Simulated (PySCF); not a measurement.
## Dipole response of Sc⁷⁺ (scandium, charge +7)

[Ne] 3s2 3p2, high-spin 3P determinant. All numbers are calculated (PySCF 2.14, scalar relativity by spin-free X2C-1e, in an even-tempered Gaussian basis (19 s from 0.25 bohr⁻², ratio 2.5; 12 p from 0.33 bohr⁻², ratio 2.5; 5 d from 2.3 bohr⁻², ratio 2.7; 5 f from 3.5 bohr⁻², ratio 2.7)). Coupled (time-dependent) response in atomic units; α is the mean over directions.

```
method  mean α (bohr³)           α xx, yy, zz  C₆ (like pair)   S(−4)
   UHF          0.9295  1.090, 0.8494, 0.8494          0.8914  0.7779
  PBE0          0.8891  1.056, 0.8059, 0.8059          0.8450  0.6707
```

S(−4) is the Cauchy moment in α(ω) = α(0) + S(−4) ω² + …

α(iu) at PBE0:

| u (hartree) | α(iu) (bohr³) |
| --- | --- |
| 0 | 0.8891 |
| 0.100 | 0.8824 |
| 0.200 | 0.8634 |
| 0.400 | 0.7975 |
| 0.600 | 0.7139 |
| 0.800 | 0.6298 |
| 1.00 | 0.5534 |
| 1.50 | 0.4056 |
| 2.00 | 0.3075 |
| 3.00 | 0.1956 |
| 5.00 | 0.1054 |

A single London oscillator, α(iu) = α/(1 + u²/ω²), gives C₆ = (3/4) ω α². Matching the computed C₆ needs ω = 4 × 0.8450 / (3 × 0.8891²) = 1.43 hartree.

For an ion, C₆ is the dispersion term alone; charge-induced terms of lower order in 1/R come first.

The components differ because the open shell of this determinant is not spherical; for a pure term their mean is the scalar polarisability.
